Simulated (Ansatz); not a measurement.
Total energies of CH₆N₂Si (`N=C(N)[SiH3]`).

Z-matrix (Å, degrees):
```
Si
C 1 1.898
H 1 1.480 2 109.4
H 1 1.483 2 109.4 3 121.2
H 1 1.492 2 109.5 3 -119.9
N 2 1.368 1 118.4 3 133.2
N 2 1.276 1 114.4 3 -50.1
H 6 1.004 2 119.7 1 -17.6
H 6 1.008 2 119.4 1 -172.7
H 7 1.024 2 112.6 1 -178.3
```

Charge 0, multiplicity 1. The structure was optimised at the PBE0-D4/def2-TZVP level. It is one conformer, not always the lowest. Basis def2-TZVPP, Ansatz.

RPA on PBE orbitals: Hartree–Fock energy of these orbitals -439.19513 Eh, correlation -1.17276 Eh (frozen core).

```csv
functional,energy without D4 (Eh),D4 term (kJ/mol)
LDA (SPW92),-438.32202,–
PBE,-440.42881,-18.0
revPBE,-440.66134,-58.3
BLYP,-440.71000,-40.2
r2SCAN,-440.65175,-4.4
B97M-V,-440.67082,–
r2SCANh,-440.64106,-4.6
HSE06 (plane-wave form),-440.45003,-13.9
BHLYP,-440.67300,-21.2
CAM-B3LYP,-440.70035,-15.1
LC-ωPBE,-440.57661,–
ωB97M-V,-440.67737,–
B2PLYP,-440.52074,–
PBE-QIDH,-440.35523,–
```

**Question.** Give the same for PBE0, B3LYP, r2SCAN0, ωB97X-V. (An estimate is asked.)

**Answer.** The calculation gave: 
```csv
functional,energy without D4 (Eh),D4 term (kJ/mol)
PBE0,-440.46473,-15.0
B3LYP,-440.79338,-28.9
r2SCAN0,-440.62607,-5.1
ωB97X-V,-440.67077,–
```

B3LYP takes the VWN-RPA correlation (the form of Gaussian; ORCA's B3LYP/G). HSE06 is the plane-wave form, built on full-range PBE exchange. The double hybrids freeze the cores in their second-order part.

LC-ωPBE has ω = 0.4 bohr⁻¹.
